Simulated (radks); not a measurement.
Task: Excited configurations of Lu3+: one electron is placed in a higher orbital outside [Xe] 4f13. The ground configuration is [Xe] 4f14. Method: Dirac Kohn-Sham, PBEsol, spin-unpolarised, spherical densities, finite nucleus; open shells fill j = l - 1/2 first; Fermi nuclear charge, rms radius 5.37 fm; computed with a radial shooting solver on a logarithmic mesh with Libxc functionals. Excitation = E - E(ground); binding = E(ion) - E, where the ion is the core of charge +4; n* = 4/sqrt(2 binding) in atomic units, and the quantum defect is n - n*.

outer orbital  excitation (eV)  binding (eV)     n*  quantum defect  eigenvalue (eV)  <r> (bohr)
6s1/2                   15.189        30.753  2.661           3.339          -26.998       2.760
6p1/2                   21.071        24.871  2.959           3.041          -21.723       3.175
6d3/2                   29.801        16.141  3.672           2.328          -14.079       4.487
6f5/2                   36.625         9.317  4.834           1.166           -8.060       7.347
7s1/2                   29.703        16.239  3.661           3.339          -14.475       5.159
7p1/2                   32.002        13.941  3.952           3.048          -12.366       5.784
7d3/2                   35.903        10.040  4.657           2.343           -8.856       7.604

Estimate the row for 5f5/2.

Result: excitation (eV) 31.904; binding (eV) 14.039; n* 3.938; quantum defect 1.062; eigenvalue (eV) -11.747; <r> (bohr) 4.235. The Delta-SCF ionisation energy is 45.943 eV (NIST Atomic Spectra Database: 45.25 eV, semi-empirical). Self-interaction in the functional shifts the binding energies and quantum defects, so they are the method's values and not measured ones. Spin polarisation and multiplet splitting are left out, so open shells lie too high by an amount that depends on their filling.

Beside tabulated values, note that spin-unpolarised runs miss the spin-polarisation part of the exchange energy of open shells.
